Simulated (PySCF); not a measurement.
A small calculation by hand: entropy of an ideal gas

SbCl4, SMILES [Cl][Sb+]([Cl])([Cl])[Cl], charge +1.

The structure is a stationary point at r2SCAN-D4/def2-SVP. The spin state was assumed, not searched. The isomer is the one that the SMILES or the coordinates give; other isomers of the formula were not compared. The def2 effective core potentials stand for the cores of Sb; spin–orbit coupling is left out.

r2SCAN-D4/def2-SVP in PySCF gives the harmonic wavenumbers 102, 102, 130, 130, 130, 372, 432, 432, 432 cm⁻¹ and the rotational temperatures 0.0493, 0.0493, 0.0493 K. The molar mass is 263.56 g/mol, the symmetry number 12, the spin multiplicity 1.

Question: Work out the entropy at 298.15 K and 1 atm in the rigid-rotor, harmonic-oscillator model.

Answer: 
Translation (Sackur–Tetrode at 1 atm): S = R[1.5 ln M + 2.5 ln T − 1.16487] = 178.3 J/(mol K).
Rotation: q = (√π/σ) T^1.5/√(θA θB θC) = 69500, S = R[ln q + 3/2] = 105.2 J/(mol K).
Vibration: with u = 1.4388 ν/T, each mode gives R[u/(e^u − 1) − ln(1 − e^−u)]:
```csv
ν (cm⁻¹),modes,u,S (J/(mol K))
102,2,0.49,28.58
130,3,0.63,36.98
372,1,1.80,4.48
432,3,2.08,10.70
```
These are all the modes. Sum 80.7 J/(mol K).
Spin: R ln 1 = 0.0 J/(mol K).
Total 364.2 J/(mol K); the program's own thermochemistry gives 364.2. Translation makes up 49 % and vibration 22 %. Anharmonicity, hindered rotation and orbital degeneracy are left out.
